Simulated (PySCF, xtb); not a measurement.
B(Br)(Me)(NH2) (CH5BBrN), SMILES CB(N)Br.

GFN2-xTB (xtb) at its own geometry gives an orbital gap of 5.27 eV and a dipole moment of 5.51 D.

Coordinates come from a B3LYP-D3(BJ)/def2-SVP optimisation. The structure was generated by enumeration, and PubChem lists no compound with its InChIKey, so it may never have been made. The values are those of a single conformer.

Task: What does PBE/def2-TZVP run with PySCF give? (An estimate is asked for; the answer gives what the named calculation found.)

Result: gap 6.06 eV (levels -6.58 and -0.52 eV), dipole 2.79 D.
